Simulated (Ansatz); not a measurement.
Basis-set extrapolation for `F[Si](F)(S)Cl` (PBE0-D4/def2-TZVP geometry, frozen core, Ansatz). Multiplicity 1, RHF reference.

```
                       def2-TZVPP    def2-QZVPP
                 HF  -1345.786147  -1345.829387
    MP2 correlation     -0.972421     -1.067120
CCSD(T) correlation     -1.043034       not run
```

Energies in hartree. Use E(X) = E(∞) + A·exp(−7.88·√X) for Hartree–Fock and E(X) = E(∞) + B·X^(−2.97) for correlation, with X = 3 and 4, and add CCSD(T) minus MP2 of the smaller set to the MP2 limit.

Task: What is the CCSD(T) energy at the basis-set limit?

Result: HF limit: -1345.829387 + (-0.043240) × 0.13774 = -1345.83534. MP2 limit: -1.067120 + (-0.094699) × 0.74074 = -1.13727. Higher-order term: -1.043034 − (-0.972421) = -0.07061. Total: -1347.04322 hartree, 134.3 kcal/mol below CCSD(T)/def2-TZVPP.
